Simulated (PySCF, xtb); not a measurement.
SbI₂, SMILES [I][Sb][I], multiplicity 2.

Harmonic wavenumbers (cm⁻¹) from xtb with GFN2-xTB at its own minimum, in rising order: 60, 204, 206.

**Question.** What does B3LYP-D3(BJ)/def2-SVP (PySCF 2.14.0) give at its own minimum? (An estimate is asked for; the answer gives what the named calculation found.)

**Answer.** 59, 194, 195. Paired by order, the mean absolute difference is 7 cm⁻¹ and the zero-point energies are 0.7 and 0.6 kcal/mol.
